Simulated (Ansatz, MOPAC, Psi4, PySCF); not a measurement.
Species: CHO, charge 0, multiplicity 2. SMILES: [CH][O]
Geometry: optimised at B3LYP-D3(BJ)/def2-TZVP (Ansatz, a program for electronic structure).

Wanted: vertical ionisation energy to the singlet, in eV. Conventions: 6-31G* and kin with 6d, 5d where marked; non-relativistic; no dispersion term unless named; each state is the SCF solution reached for its charge and spin; UHF or UKS for open shells; spin-orbit terms left out; 6-311+G** with 5d; frozen cores in correlated levels. Ab initio and DFT rows: single points at B3LYP-D3(BJ) geometries (Ansatz). Semi-empirical rows: differences of heats of formation at the shared geometry for vertical values. A UHF reference is markedly spin-contaminated in at least one set, which strains HF and MP2.

```json
[
 {"level": "PM6", "program": "MOPAC", "vertical ionisation energy to the singlet (eV)": "9.25"},
 {"level": "MNDO", "program": "MOPAC", "vertical ionisation energy to the singlet (eV)": "9.34"},
 {"level": "HF/6-31G*", "program": "Ansatz", "vertical ionisation energy to the singlet (eV)": "9.45"},
 {"level": "HF/6-311+G**", "program": "Ansatz", "vertical ionisation energy to the singlet (eV)": "9.56"},
 {"level": "PBE/6-31G*", "program": "Ansatz", "vertical ionisation energy to the singlet (eV)": "9.25"},
 {"level": "PBE/6-311+G**", "program": "Ansatz", "vertical ionisation energy to the singlet (eV)": "9.46"},
 {"level": "B3LYP/STO-3G", "program": "Ansatz", "vertical ionisation energy to the singlet (eV)": "7.89"},
 {"level": "B3LYP/3-21G", "program": "Ansatz", "vertical ionisation energy to the singlet (eV)": "9.45"},
 {"level": "B3LYP/6-31G*", "program": "Ansatz", "vertical ionisation energy to the singlet (eV)": "9.53"},
 {"level": "B3LYP/6-311+G**", "program": "Ansatz", "vertical ionisation energy to the singlet (eV)": "9.73"},
 {"level": "M06-2X/6-31G* (5d)", "program": "PySCF", "vertical ionisation energy to the singlet (eV)": "9.42"},
 {"level": "wB97X-D/6-31G*", "program": "Psi4", "vertical ionisation energy to the singlet (eV)": "9.49"},
 {"level": "MP2/6-31G*", "program": "Ansatz", "vertical ionisation energy to the singlet (eV)": "8.54"},
 {"level": "MP2/6-311+G**", "program": "Ansatz", "vertical ionisation energy to the singlet (eV)": "8.78"},
 {"level": "PBE/def2-TZVPD", "program": "Ansatz", "vertical ionisation energy to the singlet (eV)": "9.45"},
 {"level": "wB97M-V/def2-TZVPD", "program": "Ansatz", "vertical ionisation energy to the singlet (eV)": "9.45"},
 {"level": "wB97X-V/def2-TZVPD", "program": "Ansatz", "vertical ionisation energy to the singlet (eV)": "9.57"}
]
```

No value to compare with is used here. The 14 habitual levels span 7.89 (B3LYP/STO-3G) to 9.73 eV (B3LYP/6-311+G**); wB97M-V/def2-TZVPD gives 9.45.

The levels are drawn from those run, B3LYP/6-31G* more often than the rest, none by its result; left out are runs that failed, that the program found above a lower state of the same kind, or whose <S^2> lies over 0.5 above the pure value.
